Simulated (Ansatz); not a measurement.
A run for Ansatz (a program for electronic structure): R-B3LYP-D3(BJ)/def2-TZVP on C2H10O2W (SMILES C[O][WH4][O]C). Elements past Kr take the def2 small-core potentials; no spin–orbit coupling.

Ansatz 0.2 input:
```yaml
crystal:
  periodic: [false, false, false]
  atoms:
    - {symbol: W, position_ang: [0.30003690, 0.07696237, 1.38747586]}
    - {symbol: O, position_ang: [-0.97341776, 0.50505988, 0.03515060]}
    - {symbol: C, position_ang: [-2.11399569, 0.71760646, -0.68556620]}
    - {symbol: H, position_ang: [-2.65731425, 1.61459526, -0.36439339]}
    - {symbol: H, position_ang: [-1.88683757, 0.70678596, -1.74827755]}
    - {symbol: H, position_ang: [-2.77064090, -0.21892644, -0.51332847]}
    - {symbol: O, position_ang: [1.35296332, -0.64148613, 0.00104795]}
    - {symbol: C, position_ang: [1.76514727, -0.82302339, -1.26226207]}
    - {symbol: H, position_ang: [2.19220253, 0.14459207, -1.75980279]}
    - {symbol: H, position_ang: [2.51883921, -1.57495503, -1.35940073]}
    - {symbol: H, position_ang: [0.84459593, -1.09113260, -1.89875557]}
    - {symbol: H, position_ang: [-0.52446512, -1.50107304, 1.44137396]}
    - {symbol: H, position_ang: [-0.85937565, 0.79893170, 2.69159199]}
    - {symbol: H, position_ang: [1.58224894, -0.43368608, 2.66811345]}
    - {symbol: H, position_ang: [1.02364833, 1.66768421, 1.16296470]}
basis:
  gaussian:
    orbitals: def2-TZVP
hamiltonian:
  xc: b3lyp
  dispersion: d3bj
relax: {f_tol: 0.003, max_steps: 120}
```

Q: Give the final energy of this run.

A: -299.9202 hartree.
